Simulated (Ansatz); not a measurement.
Basis-set extrapolation for BCl3H2S, SMILES `[SH2+][B-](Cl)(Cl)Cl` (PBE0-D4/def2-TZVP geometry, frozen core, Ansatz 0.2.0). Multiplicity 1, RHF reference.

|  | def2-TZVPP | def2-QZVPP |
| --- | --- | --- |
| HF | -1802.043389 | -1802.093532 |
| MP2 correlation | -0.871195 | -0.954577 |
| CCSD(T) correlation | -0.976292 | not run |

Energies in hartree. Use E(X) = E(∞) + A·exp(−7.88·√X) for Hartree–Fock and E(X) = E(∞) + B·X^(−2.97) for correlation, with X = 3 and 4, and add CCSD(T) minus MP2 of the smaller set to the MP2 limit.

Q: What is the CCSD(T) energy at the basis-set limit?

A: HF limit: -1802.093532 + (-0.050143) × 0.13774 = -1802.10044. MP2 limit: -0.954577 + (-0.083382) × 0.74074 = -1.01634. Higher-order term: -0.976292 − (-0.871195) = -0.10510. Total: -1803.22188 hartree, 5.50 eV below CCSD(T)/def2-TZVPP.
